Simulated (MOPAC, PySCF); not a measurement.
H4Sn, SMILES `[SnH4]`, neutral singlet in the gas phase. 

Cartesian coordinates (Å):
```xyz
5

Sn     0.0000     0.0000     0.0000
H      1.3448    -1.0446    -0.0531
H      0.5208     1.6076    -0.2164
H     -1.0911    -0.4154    -1.2408
H     -0.7746    -0.1476     1.5103
```
Charge 0, spin multiplicity 1.

All levels are single points at this geometry (PBE0-D3(BJ)/def2-TZVP); Pople sets use spherical d functions. Orbital energies aren't observables, and empty levels follow the basis.

```
level                                     HOMO (eV)  LUMO (eV)  gap (eV)  dipole (D)  vertical IE, Delta-SCF (eV)
----------------------------------------  ---------  ---------  --------  ----------  ---------------------------
M06-2X/def2-TZVP in PySCF                    -10.24       1.25     11.48        0.00                        11.60
B3LYP/6-311+G** (LANL2DZ on Sn) in PySCF      -9.03       0.58      9.61        0.00                            –
B3LYP/LANL2DZ in PySCF                        -9.10       1.11     10.21        0.00                            –
BP86/6-31G* (LANL2DZ on Sn) in PySCF          -8.23       0.37      8.60        0.00                            –
PBE/6-31G* (LANL2DZ on Sn) in PySCF           -8.11       0.39      8.50        0.00                            –
SVWN5/6-31G* (LANL2DZ on Sn) in PySCF         -8.09       0.30      8.39        0.00                            –
HF/6-31G* (LANL2DZ on Sn) in PySCF           -12.31       3.74     16.05        0.00                        11.33
AM1 in MOPAC                                 -10.63      -0.13     10.50        0.00                            –
PM7 in MOPAC                                 -11.37       3.14     14.50        0.00                            –
```
